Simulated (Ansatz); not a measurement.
C₂H₆FNOSi (`O=CNC(F)[SiH3]`). The species carries charge 0 and has multiplicity 1. Geometry: relaxed with PBE0-D4/def2-TZVP. It is one conformer, not always the lowest.

```xyz
12

O    -1.745    1.923   -0.878
C    -0.810    1.396   -1.420
N     0.070    0.544   -0.812
C     0.037    0.273    0.578
F     0.945    1.097    1.255
Si    0.465   -1.539    0.985
H    -0.580    1.532   -2.492
H     0.846    0.207   -1.359
H    -0.961    0.549    0.929
H    -0.621   -2.408    0.466
H     1.741   -1.871    0.297
H     0.610   -1.702    2.451
```

Question: What is the dipole moment at r2SCAN/def2-TZVPP? (Estimate.)

Answer: The calculation gave: 3.44 D, with components (1.72, -2.58, -1.48) D in this frame, pointing from negative to positive charge.

Question: And with PBE, B3LYP, ωB97M-V? (An estimate is asked.)

Answer: The calculation gave: PBE 3.30 D, B3LYP 3.52 D, ωB97M-V 3.53 D.

Question: Give the Mulliken charges with r2SCAN, B3LYP, ωB97M-V in def2-TZVPP. (Estimate.)

Answer: Ansatz gave: 
| atom | r2SCAN | B3LYP | ωB97M-V |
| --- | --- | --- | --- |
| O1 | -0.35 | -0.32 | -0.33 |
| C2 | 0.25 | 0.18 | 0.19 |
| N3 | -0.20 | -0.18 | -0.16 |
| C4 | 0.15 | 0.15 | 0.09 |
| F5 | -0.23 | -0.24 | -0.22 |
| Si6 | 0.27 | 0.25 | 0.16 |
| H7 | 0.04 | 0.07 | 0.08 |
| H8 | 0.16 | 0.15 | 0.12 |
| H9 | 0.07 | 0.10 | 0.11 |
| H10 | -0.06 | -0.05 | -0.01 |
| H11 | -0.06 | -0.06 | -0.02 |
| H12 | -0.05 | -0.05 | -0.01 |

B3LYP here is the variant with VWN-RPA as its local correlation; programs differ in this.
